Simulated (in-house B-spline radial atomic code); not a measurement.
**One electron outside the [He] 2s2 2p6 core: Cs XLV (Cs44+)**

Computed with an all-electron radial atomic-structure program (B-spline basis), no-pair Dirac-Coulomb Hamiltonian, finite nucleus. Rungs: frozen-core Dirac-Hartree-Fock (DHF); Brueckner orbitals from the second-order correlation potential; the same with the Coulomb interaction screened by the core and the hole-particle interaction summed; Breit and QED terms from differences of relaxed Dirac-Fock atoms, where computed. Partial waves beyond l = 6 are extrapolated. The tables show a selection of states; those near core-excited levels, with erratic corrections or far from their DHF start are never shown.

Command:
```bash
python run_mb.py task.json out
```
Settings (nuclear radius in fm, box in bohr, cutoff in hartree):
```
basis_form          2
Z                   55
core_configuration  [He] 2s2 2p6
rms_radius          4.8041
mass_number         133
speed_of_light      137.036
box_radius          4.693
lmax                6
intervals           59
virtual_cutoff      6050.0
```

Run time, properties included: 19 s on 1 thread of AMD EPYC 9R45 96-Core Processor, with other jobs on the host.

Removal energies (eV):

| state | DHF | second order | screened | Breit + QED | final |
| --- | --- | --- | --- | --- | --- |
| 3s1/2 | 3488.23 | 3489.1 | 3489.09 | -3.74 | 3485.35 |
| 3p1/2 | 3385.08 | 3386.19 | 3386.18 | -3.52 | 3382.65 |
| 3p3/2 | 3290.26 | 3291.27 | 3291.26 | -2.27 | 3289 |
| 3d3/2 | 3159.73 | 3160.95 | 3160.94 | -1.56 | 3159.38 |
| 3d5/2 | 3137.93 | 3139.07 | 3139.06 | -0.776 | 3138.28 |
| 4s1/2 | 1897.61 | 1898 | 1897.99 | -1.48 | 1896.51 |
| 4p1/2 | 1855 | 1855.47 | 1855.46 | -1.4 | 1854.06 |
| 4p3/2 | 1816.4 | 1816.83 | 1816.83 | -0.891 | 1815.94 |
| 4d3/2 | 1766.97 | 1767.39 | 1767.38 | -0.571 | 1766.81 |
| 4d5/2 | 1757.55 | 1757.94 | 1757.93 | -0.285 | 1757.65 |
| 4f5/2 | 1731.37 | 1731.68 | 1731.68 | - | - |
| 4f7/2 | 1727.43 | 1727.74 | 1727.74 | - | - |
| 5s1/2 | 1191.06 | 1191.23 | 1191.23 | - | - |
| 5p1/2 | 1169.62 | 1169.84 | 1169.83 | - | - |
| 5p3/2 | 1150.24 | 1150.44 | 1150.44 | - | - |
| 5d3/2 | 1126.05 | 1126.24 | 1126.23 | - | - |
| 5d5/2 | 1121.2 | 1121.37 | 1121.37 | - | - |
| 5f5/2 | 1108.28 | 1108.45 | 1108.45 | - | - |
| 5f7/2 | 1106.25 | 1106.41 | 1106.41 | - | - |
| 5g7/2 | 1104.51 | ? | ? | ? | ? |
| 5g9/2 | 1103.31 | ? | ? | ? | ? |

Task: What does correlation do to 5g7/2?

Result: It adds 0.05509 eV to the removal energy in second order and 0.05528 eV with screening, giving 1104.56 eV before Breit and QED terms, which weren't computed for this state.

Task: What does correlation do to 5g9/2?

Result: It adds 0.05434 eV to the removal energy in second order and 0.05452 eV with screening, giving 1103.37 eV before Breit and QED terms, which weren't computed for this state.

Task: How does the lowest state compare with the NIST ionisation energy?

Result: 3s1/2 is bound by 3485.3 eV, without recoil; NIST lists 3485 ± 4 eV (tabulated theory), a difference of +0.35 eV.

Electric-dipole lines from 3s1/2 (reduced matrix elements in atomic units, length form, static core polarisation, sign of DHF taken positive):

| upper | DHF | + core polarisation | + Brueckner | λ (nm) | A (s⁻¹) |
| --- | --- | --- | --- | --- | --- |
| 3p1/2 | 0.2071 | 0.2049 | 0.2049 | 12.073 | 2.42e+10 |
| 3p3/2 | 0.2993 | 0.2963 | 0.2962 | 6.3144 | 1.76e+11 |

Task: What radiative lifetime does 3d3/2 get from its electric-dipole decays?

Result: The rates to lower computed states sum to 1.9e+11 s⁻¹, a lifetime of 0.00526 ns.

Magnetic hyperfine constants per unit nuclear g factor (MHz, nucleus as a uniformly magnetised ball; they apply to isotopes with nuclear spin):

```csv
state,DHF,+ core polarisation,+ Brueckner
3s1/2,1.652e+06,1.697e+06,1.699e+06
3p1/2,525600,541000,541600
3p3/2,78970,77120,77210
4s1/2,666900,682800,683400
4p1/2,214500,219900,220100
4p3/2,32480,31630,31660
```
